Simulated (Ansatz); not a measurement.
Reaction (redistribution): `F[SiH](Br)N[SiH3]` + `O[Si]Br` → `O[SiH](F)N[SiH3]` + `Br[Si]Br`

Isolated molecules relaxed with PBE0-D4/def2-TZVP in Ansatz; ΔE leaves out vibrations. CBS: MP2 limit from def2 TZ/QZ plus the TZ coupled-cluster correction, frozen cores. Functionals use def2-TZVPP. For Br outer-core shells are correlated without core-valence functions, which leaves a few kJ/mol of doubt a bond. Scalar relativity is left out up to krypton. One conformer a species, not always the lowest.

```json
{"level": "B2PLYP", "ΔE (kJ/mol)": "3.3"}
{"level": "CCSD/def2-TZVPP", "ΔE (kJ/mol)": "4.6"}
```

Problem. What does CCSD(T)/CBS give? (An estimate is asked.)

Solution. Computed: +3.7 kJ/mol. The listed levels differ from it by -0.4, 0.9 kJ/mol.

Largest T1 diagnostic among the species: 0.012.
